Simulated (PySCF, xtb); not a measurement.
CH6AlNO2, SMILES [OH][Al]([OH])[NH]C.

GFN2-xTB run with xtb at its own geometry gives an orbital gap of 3.24 eV and a dipole moment of 0.70 D.

Geometry optimised at B3LYP-D3(BJ)/def2-SVP. The structure was generated by enumeration; whether it is a known compound was not checked. Other conformers were not sampled.

Problem. What does PySCF with CAM-B3LYP/def2-TZVP give? (An estimate is asked for; the answer gives what the named calculation found.)

Solution. gap 8.72 eV (levels -8.04 and 0.68 eV), dipole 1.66 D.
